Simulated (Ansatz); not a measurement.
```yaml
atoms:
  - { symbol: Cu, position_ang: [-0.0058, -0.0076, -0.0522] }
  - { symbol: H, position_ang: [0.0009, -0.0056, 1.4187] }
```

Basis set: cc-pVTZ (spherical functions). Left uncorrelated: 5 orbitals. Charge 0, multiplicity 1.

Computed with Ansatz (development build ahead of 0.2.0); each method stands on the lowest determinant of its kind that the runs found. Restricted open shells among the atoms or ions are ROHF, correlated in semicanonical orbitals with singles.

The atomization energy at this shape (free ground-state atoms in the same class of orbitals less the molecule, no zero-point energy) of singlet CuH:

```csv
method,atomization energy
RHF-MP2,257.3 kJ/mol
```

(1) What does RHF give?

Results:

(1) 131.5 kJ/mol.
